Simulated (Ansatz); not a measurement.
Start from `C#C[Si](F)(F)F` and change one atom or group to get `F[SiH](F)[Si](F)(F)F`.

Ansatz, PBE0-D4/def2-TZVP geometries, multiplicity 1. Each molecule was computed in one conformer, which needn't be the lowest.

```json
{"property": "HOMO–LUMO gap (ωB97M-V/def2-TZVPP) / eV", "`C#C[Si](F)(F)F`": "12.91"}
{"property": "size of the dipole moment (B3LYP/def2-TZVPP) / D", "`C#C[Si](F)(F)F`": "2.47"}
{"property": "LUMO energy (B3LYP/def2-TZVPP) / eV", "`C#C[Si](F)(F)F`": "-1.04"}
{"property": "HOMO–LUMO gap (PBE0/def2-TZVPP) / eV", "`C#C[Si](F)(F)F`": "8.48"}
{"property": "HOMO–LUMO gap (PBE/def2-TZVPP) / eV", "`C#C[Si](F)(F)F`": "6.23"}
{"property": "LUMO energy (ωB97M-V/def2-TZVPP) / eV", "`C#C[Si](F)(F)F`": "1.33"}
```

(1) Give the same properties after the change, and the shifts. (Estimate.)

Answers

(1) The calculation gave: 
```
                                        property  `F[SiH](F)[Si](F)(F)F`  shift
         HOMO–LUMO gap (ωB97M-V/def2-TZVPP) / eV                   12.45  -0.46
size of the dipole moment (B3LYP/def2-TZVPP) / D                    1.41  -1.06
             LUMO energy (B3LYP/def2-TZVPP) / eV                   -1.22  -0.18
            HOMO–LUMO gap (PBE0/def2-TZVPP) / eV                    8.50   0.02
             HOMO–LUMO gap (PBE/def2-TZVPP) / eV                    6.20  -0.03
           LUMO energy (ωB97M-V/def2-TZVPP) / eV                    0.82  -0.51
```

The zero-point energy changes by -10.2 kJ/mol with +3 modes. Dipoles are sizes alone; their direction can turn.

B3LYP here is the variant with VWN-RPA as its local correlation; programs differ in this.
